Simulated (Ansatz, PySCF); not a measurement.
This PySCF input computes a SVWN5/def2-TZVPD energy:

```python
from pyscf import gto, scf, dft

mol = gto.M(
    atom='''
    Si   -0.00120168   -0.00809175   -0.00297697
    F     0.35032509   -0.58843982   -1.44903971
    F    -0.62478556   -1.25968947    0.76911027
    N    -1.19634253    1.18144038    0.05966600
    N     1.45956514    0.59101675    0.59242354
    H    -2.17303021    0.94718135    0.12433440
    H    -1.04274617    2.10722945   -0.30293993
    H     1.51516499    1.07388824    1.47327772
    H     2.34502091    0.21094924    0.30174352
    ''',
    basis='def2-tzvpd',
    charge=0,
    spin=0,
    verbose=4,
)

mf = dft.RKS(mol, xc='svwn').density_fit(auxbasis='def2-universal-jkfit')
mf.grids.level = 3
mf.conv_tol = 1e-9
mf.max_cycle = 100
mf.max_memory = 1500
mf.kernel()
if not mf.converged:
    mf = mf.newton()
    mf.kernel(mf.make_rdm1())
mf.analyze()
```

Question: Write an input for the same energy in Ansatz (a first-principles code) and say what it gives.

Answer: 
Ansatz 0.2 input:
```yaml
crystal:
  periodic: [false, false, false]
  atoms:
    - {symbol: Si, position_ang: [-0.00120168, -0.00809175, -0.00297697]}
    - {symbol: F, position_ang: [0.35032509, -0.58843982, -1.44903971]}
    - {symbol: F, position_ang: [-0.62478556, -1.25968947, 0.76911027]}
    - {symbol: N, position_ang: [-1.19634253, 1.18144038, 0.05966600]}
    - {symbol: N, position_ang: [1.45956514, 0.59101675, 0.59242354]}
    - {symbol: H, position_ang: [-2.17303021, 0.94718135, 0.12433440]}
    - {symbol: H, position_ang: [-1.04274617, 2.10722945, -0.30293993]}
    - {symbol: H, position_ang: [1.51516499, 1.07388824, 1.47327772]}
    - {symbol: H, position_ang: [2.34502091, 0.21094924, 0.30174352]}
basis:
  gaussian:
    orbitals: def2-TZVPD
hamiltonian:
  xc: {name: SVWN5}
output: {forces: true}
```
It gives -598.15197 Eh, and PySCF -598.15205 Eh, a difference of 0.08 mEh, from the treatment of integrals and grids.
